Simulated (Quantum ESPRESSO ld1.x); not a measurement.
Values are calculated unless marked as measured or tabulated.
All-electron atom: Tc II in [Kr] 4d5 5s1. Level of theory: Dirac Kohn-Sham, LDA (Slater exchange, VWN5 correlation), spin-unpolarised, spherical densities, point nucleus; open shells are shared between the two j in proportion to 2j + 1 (ld1.x of Quantum ESPRESSO 7.5).

Spin-orbit splittings of the eigenvalues, e(l+1/2) - e(l-1/2), with zeta = 2 splitting/(2l+1) and mean radii in bohr:

shell  occ.  splitting (eV)  zeta (eV)  <r> j=l-1/2  <r> j=l+1/2
2p        6           118.1      78.71       0.1272       0.1318
3p        6           19.76      13.17       0.4096       0.4203
3d       10               ?          ?       0.3973       0.4008
4p        6           2.995      1.997        1.151        1.182
4d        5          0.2978     0.1191        1.664        1.683

Estimate the 3d splitting.

Answer. 3.802 eV (zeta = 1.521 eV).
